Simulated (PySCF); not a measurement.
Dipole response of Sc²⁺ (scandium, charge +2)

[Ar] 3d1, 2D determinant. All numbers are calculated (PySCF 2.14, the non-relativistic Hamiltonian (point nucleus), in def2-TZVPPD (6s6p4d2f1g, 67 functions)). Coupled (time-dependent) response in atomic units; α is the mean over directions.

```tsv
method	mean α (bohr³)	α xx, yy, zz	C₆ (like pair)	S(−4)
PBEsol	5.134	6.078, 6.078, 3.246	14.78	32.56
```

S(−4) is the Cauchy moment in α(ω) = α(0) + S(−4) ω² + …

α(iu) at PBEsol:

| u (hartree) | α(iu) (bohr³) |
| --- | --- |
| 0 | 5.134 |
| 0.0500 | 5.056 |
| 0.100 | 4.851 |
| 0.200 | 4.312 |
| 0.300 | 3.831 |
| 0.500 | 3.144 |
| 0.750 | 2.554 |
| 1.00 | 2.107 |
| 1.50 | 1.463 |
| 2.00 | 1.045 |
| 3.00 | 0.5869 |
| 5.00 | 0.2513 |

A single London oscillator, α(iu) = α/(1 + u²/ω²), gives C₆ = (3/4) ω α². Matching the computed C₆ needs ω = 4 × 14.78 / (3 × 5.134²) = 0.748 hartree.

For an ion, C₆ is the dispersion term alone; charge-induced terms of lower order in 1/R come first.

The components differ because the open shell of this determinant is not spherical; for a pure term their mean is the scalar polarisability.
